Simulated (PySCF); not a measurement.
Correlation energy of Fe (iron, neutral)

[Ar] 3d6 4s1 4p1, one real determinant (an excited configuration). Computed with PySCF 2.14 in def2-TZVPPD, with the non-relativistic Hamiltonian (point nucleus). Frozen: [Ar]; 8 electrons correlated.

| level | correlation energy (mhartree) |
| --- | --- |
| CCSD | -152.26 |
| (T) | -3.85 |
| CCSD(T) | -156.11 |

Diagnostics: T1 = 0.013, D1 = 0.0335, largest double amplitude 0.045.

The real determinant used has ⟨L²⟩ near 8 against 12 for a pure F term, so it mixes terms.

Cost of the coupled-cluster step: about 8 core-seconds, for 8 correlated electrons.

Iterations:

```
CC2 = 0
CCSD nocc = (np.int64(7), np.int64(1)), nmo = (58, 58)
frozen orbitals [[0, 1, 2, 3, 4, 5, 6, 7, 8], [0, 1, 2, 3, 4, 5, 6, 7, 8]]
max_cycle = 100
direct = 0
conv_tol = 1e-08
conv_tol_normt = 1e-06
diis_space = 8
diis_start_cycle = 0
Init t2, MP2 energy = -0.146696061286057
Init E_corr(UCCSD) = -0.146696061286378
cycle = 1  E_corr(UCCSD) = -0.148740612533587  dE = -0.00204455125  norm(t1,t2) = 0.0417023
cycle = 2  E_corr(UCCSD) = -0.150733003431585  dE = -0.0019923909  norm(t1,t2) = 0.0171056
cycle = 3  E_corr(UCCSD) = -0.151503193858509  dE = -0.000770190427  norm(t1,t2) = 0.0101179
cycle = 4  E_corr(UCCSD) = -0.151880279846506  dE = -0.000377085988  norm(t1,t2) = 0.0056416
cycle = 5  E_corr(UCCSD) = -0.152040369908833  dE = -0.000160090062  norm(t1,t2) = 0.00454136
cycle = 6  E_corr(UCCSD) = -0.152171030902933  dE = -0.000130660994  norm(t1,t2) = 0.00283896
cycle = 7  E_corr(UCCSD) = -0.152260241485739  dE = -8.92105828e-05  norm(t1,t2) = 0.00167621
cycle = 8  E_corr(UCCSD) = -0.152254593736963  dE = 5.64774878e-06  norm(t1,t2) = 0.00082454
cycle = 9  E_corr(UCCSD) = -0.152254831194781  dE = -2.37457818e-07  norm(t1,t2) = 0.000336739
cycle = 10  E_corr(UCCSD) = -0.15225809739394  dE = -3.26619916e-06  norm(t1,t2) = 0.000169743
cycle = 11  E_corr(UCCSD) = -0.152259833268662  dE = -1.73587472e-06  norm(t1,t2) = 8.79171e-05
cycle = 12  E_corr(UCCSD) = -0.152259631767018  dE = 2.01501644e-07  norm(t1,t2) = 4.37116e-05
cycle = 13  E_corr(UCCSD) = -0.152259643463868  dE = -1.16968502e-08  norm(t1,t2) = 1.57414e-05
cycle = 14  E_corr(UCCSD) = -0.15225973896208  dE = -9.54982125e-08  norm(t1,t2) = 5.62583e-06
cycle = 15  E_corr(UCCSD) = -0.152259809350185  dE = -7.0388105e-08  norm(t1,t2) = 2.57206e-06
cycle = 16  E_corr(UCCSD) = -0.152259845219569  dE = -3.58693834e-08  norm(t1,t2) = 1.18296e-06
cycle = 17  E_corr(UCCSD) = -0.152259860352377  dE = -1.5132808e-08  norm(t1,t2) = 8.60808e-07
cycle = 18  E_corr(UCCSD) = -0.152259875047888  dE = -1.46955114e-08  norm(t1,t2) = 6.83335e-07
cycle = 19  E_corr(UCCSD) = -0.152259888932859  dE = -1.38849711e-08  norm(t1,t2) = 5.27441e-07
cycle = 20  E_corr(UCCSD) = -0.152259901448829  dE = -1.25159693e-08  norm(t1,t2) = 3.7358e-07
cycle = 21  E_corr(UCCSD) = -0.152259909274109  dE = -7.82528012e-09  norm(t1,t2) = 2.4146e-07
UCCSD converged
E(UCCSD) = -1262.535850193822  E_corr = -0.1522599092741086
UCCSD(T) correction = -0.00385121522365211
```

The reference is one real determinant that mixes LS terms of this configuration.
